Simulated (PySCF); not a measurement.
Excitation energy of Si by level of theory

Si [Ne] 3s2 3p2 (3P) → Si [Ne] 3s2 3p1 3d1 (high-spin determinant), as a difference of total energies. Calculation: PySCF 2.14, in aug-cc-pCVQZ-DK; the spin-free X2C one-electron Hamiltonian (Gaussian nucleus). Correlated levels: valence: [Ne] frozen; valence and next inner shell: 1s2 frozen; nothing frozen. The calculations carry no spin-orbit coupling.

```json
{"method": "UHF", "excitation energy (eV)": "6.443"}
{"method": "LDA", "excitation energy (eV)": "6.117"}
{"method": "PBE", "excitation energy (eV)": "6.042"}
{"method": "PBE0", "excitation energy (eV)": "6.249"}
{"method": "r2SCAN", "excitation energy (eV)": "6.397"}
{"method": "M06", "excitation energy (eV)": "6.026"}
{"method": "TPSS", "excitation energy (eV)": "6.189"}
{"method": "r2SCAN0", "excitation energy (eV)": "6.484"}
{"method": "MP2 (valence)", "excitation energy (eV)": "6.566"}
{"method": "SCS-MP2 (valence)", "excitation energy (eV)": "6.533"}
{"method": "MP2 (valence and next inner shell)", "excitation energy (eV)": "6.566"}
{"method": "SCS-MP2 (valence and next inner shell)", "excitation energy (eV)": "6.536"}
{"method": "MP2 (all electrons)", "excitation energy (eV)": "6.568"}
{"method": "SCS-MP2 (all electrons)", "excitation energy (eV)": "6.537"}
```

Q: How much does correlation contribute at MP2 (all electrons)?

A: 6.568 − (6.443) = 0.125 eV, measured against UHF.

The promoted electron is Rydberg-like, and one or two diffuse shells describe it only roughly, which tends to raise the upper state.

The determinant of the upper state mixes LS terms, which raises its energy above the lowest term, most at the Hartree-Fock and MP2 levels.
